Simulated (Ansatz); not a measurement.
Total energies of CH3GeNO (`O[C]1=[N][GeH2]1`).

```xyz
7

O     1.8660   -0.0312   -0.5306
C     0.5614    0.0236   -0.3106
N    -0.4281    0.2648   -1.0591
Ge   -0.9464   -0.0942    0.7734
H     2.0098    0.1630   -1.4721
H    -1.6315   -1.4337    1.0222
H    -1.4312    1.1077    1.5768
```

The species carries charge 0 and has multiplicity 1. Correlated methods include outer-core shells of Ge, which these sets cover unevenly. Scalar relativity is left out up to krypton. The geometry is a stationary point of PBE0-D4/def2-TZVP. It is one conformer, not always the lowest. Basis def2-TZVPP, the Gaussian-basis code of Ansatz.

RPA on PBE orbitals: Hartree–Fock energy of these orbitals -2244.22213 Eh, correlation -1.30265 Eh (frozen core).

```csv
functional,energy without D4 (Eh),D4 term (kJ/mol)
PBE,-2246.39342,-12.4
BLYP,-2246.91384,-27.9
r2SCAN,-2246.79683,-2.8
B97M-V,-2246.47573,–
PBE0,-2246.44174,-10.4
B3LYP,-2246.93836,-20.2
r2SCANh,-2246.77629,-3.0
r2SCAN0,-2246.74704,-3.4
HSE06 (plane-wave form),-2246.43446,-9.6
BHLYP,-2246.77042,-15.5
CAM-B3LYP,-2246.94133,-10.5
LC-ωPBE,-2246.50486,–
ωB97X-V,-2246.64397,–
B2PLYP,-2246.40223,–
```

Question: Give the same for LDA (SPW92), revPBE, ωB97M-V, PBE-QIDH. (Estimate.)

Answer: Computed: 
```tsv
functional	energy without D4 (Eh)	D4 term (kJ/mol)
LDA (SPW92)	-2242.40464	–
revPBE	-2246.68918	-38.9
ωB97M-V	-2246.72179	–
PBE-QIDH	-2246.08558	–
```

B3LYP takes the VWN-RPA correlation (the form of Gaussian; ORCA's B3LYP/G). HSE06 is the plane-wave form, built on full-range PBE exchange. The double hybrids freeze the cores in their second-order part.

LC-ωPBE has ω = 0.4 bohr⁻¹.
